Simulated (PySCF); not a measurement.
## Spinor energies of C³⁺ (carbon, charge +3)

Start: [He] 2p1; 2p3/2 filled at m_j = +3/2. Calculated with PySCF 2.14 in x2c-SVPall-2c with one added diffuse shell of s type (4s2p1d, 15 functions): generalised Hartree-Fock with the X2C-1e Hamiltonian and a Gaussian nucleus; one run each with spin-orbit coupling (SO) switched off, then screened by Boettger's factors. This is a chosen level, not necessarily the ground level.

```tsv
spinor shell	electrons	ε, spin-free (eV)	ε, screened SO (eV)	weight of nominal j (screened SO)	rms radius, screened SO (bohr)
1s1/2	2	-365.97	-365.97	1.000	0.311
2p3/2	1	-56.009	-56.005	1.000	1.34
```

| quantity | spin-free | screened SO |
| --- | --- | --- |
| E (hartree) | -34.41780 | -34.41765 |
| M_J | 3/2 | 3/2 |
| ⟨J²⟩ | 3.750 | 3.750 |
| ⟨L²⟩ | 2.000 | 2.000 |
| ⟨S²⟩ | 0.750 | 0.750 |

Each row is a mean over spinors that exchange with the open shell spreads, by up to 0.958 eV (1s1/2).

Without spin-orbit coupling the j labels of p, d and f shells carry no meaning; the spin-free column gives the mean over the occupied spinors of each nl shell.
